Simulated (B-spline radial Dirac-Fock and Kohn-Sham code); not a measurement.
**Relativistic shifts of the levels of Sn⁶⁺**

System: Sn⁶⁺, configuration [Kr] 4d8.

Both columns are ΔSCF binding energies of the configuration average from a B-spline atomic structure program: non-relativistic Hartree-Fock with a point nucleus, and Dirac-Fock with a finite nucleus and the Coulomb interaction alone, averaged over the two j levels with weights 2j+1.

```
shell  Hartree-Fock (eV)  Dirac-Fock (eV)  shift (eV)  shift (%)
   1s            28363.2          29397.1    +1033.88      +3.65
   2s             4330.0           4583.1     +253.06      +5.84
   2p             4041.6           4115.0      +73.37      +1.82
   3s              935.9            989.3      +53.39      +5.70
   3p              816.2            832.6      +16.46      +2.02
   4s              229.9            240.8      +10.91      +4.74
   4p              187.2            190.2       +3.02      +1.61
   4d              116.6            115.5       -1.14      -0.98
```

Relativity binds 1s, 2s, 2p, 3s, 3p, 4s, 4p more strongly, among those listed most of all 2s in relative terms, and 4d more weakly, because the contracted s and p shells screen the nucleus better.

Values without a named source are computed, but for edge energies of neutral atoms, which are taken from tables.
